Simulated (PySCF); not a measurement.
# Electron correlation in Ir²⁺ (iridium, charge +2)

[Xe] 4f14 5d6 6s1, high-spin 6D determinant (an excited configuration). All numbers are calculated (PySCF 2.14, a scalar-relativistic core potential, in def2-TZVPPD with the def2 core potential (60 electrons) (6s5p3d2f1g, 59 functions)). Frozen: 5s2 5p6; 7 electrons correlated.

| level | correlation energy (mhartree) |
| --- | --- |
| CCSD | -127.67 |
| (T) | -2.77 |
| CCSD(T) | -130.44 |

Diagnostics: T1 = 0.0040, D1 = 0.0117, largest double amplitude 0.026.

Spin-orbit coupling, absent here, splits the open shell strongly.

Cost of the coupled-cluster step: roughly 3 core-seconds, for 7 correlated electrons.

Iterations:

```
CC2 = 0
CCSD nocc = (np.int64(6), np.int64(1)), nmo = (55, 55)
frozen orbitals [[0, 1, 2, 3], [0, 1, 2, 3]]
max_cycle = 100
direct = 0
conv_tol = 1e-08
conv_tol_normt = 1e-06
diis_space = 8
diis_start_cycle = 0
Init t2, MP2 energy = -0.122821204060021
Init E_corr(UCCSD) = -0.122821204060977
cycle = 1  E_corr(UCCSD) = -0.126884503018523  dE = -0.00406329896  norm(t1,t2) = 0.0170867
cycle = 2  E_corr(UCCSD) = -0.127441775629914  dE = -0.000557272611  norm(t1,t2) = 0.0052786
cycle = 3  E_corr(UCCSD) = -0.12767198005146  dE = -0.000230204422  norm(t1,t2) = 0.00201448
cycle = 4  E_corr(UCCSD) = -0.127665210782325  dE = 6.76926914e-06  norm(t1,t2) = 0.000377783
cycle = 5  E_corr(UCCSD) = -0.127668101792298  dE = -2.89100997e-06  norm(t1,t2) = 6.88421e-05
cycle = 6  E_corr(UCCSD) = -0.127668104240787  dE = -2.44848961e-09  norm(t1,t2) = 1.00924e-05
cycle = 7  E_corr(UCCSD) = -0.127668064875949  dE = 3.93648386e-08  norm(t1,t2) = 2.03859e-06
cycle = 8  E_corr(UCCSD) = -0.127668063779803  dE = 1.09614559e-09  norm(t1,t2) = 3.60349e-07
UCCSD converged
E(UCCSD) = -102.6623611282112  E_corr = -0.127668063779803
UCCSD(T) correction = -0.00276712194856041
```
